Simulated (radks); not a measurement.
Question: The mercury ion Hg19+, configuration [Kr] 4d10 4f13 5s2. All-electron calculation, Dirac Kohn-Sham, LB94 model potential, spin-unpolarised, spherical densities, finite nucleus; open shells fill j = l - 1/2 first; Fermi nuclear charge, rms radius 5.4648 fm. Program: a radial shooting solver on a logarithmic mesh with Libxc functionals. Some entries of the table are withheld. Estimate them.

orbital,occ.,eigenvalue (eV),<1/r> (bohr^-1),<r^2> (bohr^2)
1s1/2,2,-83748.75,(1),0.0003800
2s1/2,2,-15240.93,24.05,0.005719
2p1/2,2,(2),24.05,0.004033
2p3/2,4,(3),19.45,0.005216
3s1/2,2,-3978.477,8.826,0.03706
3p1/2,2,-3712.848,8.755,0.03371
3p3/2,4,-3277.723,7.556,0.04003
3d3/2,4,(4),7.461,0.03061
3d5/2,6,(5),7.190,0.03234
4s1/2,2,-1226.067,3.754,0.1779
4p1/2,2,-1111.724,3.656,0.1803
4p3/2,4,-1005.447,3.238,0.2112
4d3/2,4,-816.7616,3.057,0.2181
4d5/2,6,-796.5560,2.963,0.2284
4f5/2,6,(6),2.668,(7)
4f7/2,7,(8),2.634,(9)
5s1/2,2,-532.5033,1.750,0.7195

Answer: 
(1) 1s1/2 <1/r> (bohr^-1): 97.60
(2) 2p1/2 eigenvalue (eV): -14659.89
(3) 2p3/2 eigenvalue (eV): -12696.35
(4) 3d3/2 eigenvalue (eV): -2833.269
(5) 3d5/2 eigenvalue (eV): -2739.705
(6) 4f5/2 eigenvalue (eV): -552.6984
(7) 4f5/2 <r^2> (bohr^2): 0.2390
(8) 4f7/2 eigenvalue (eV): -548.0085
(9) 4f7/2 <r^2> (bohr^2): 0.2442
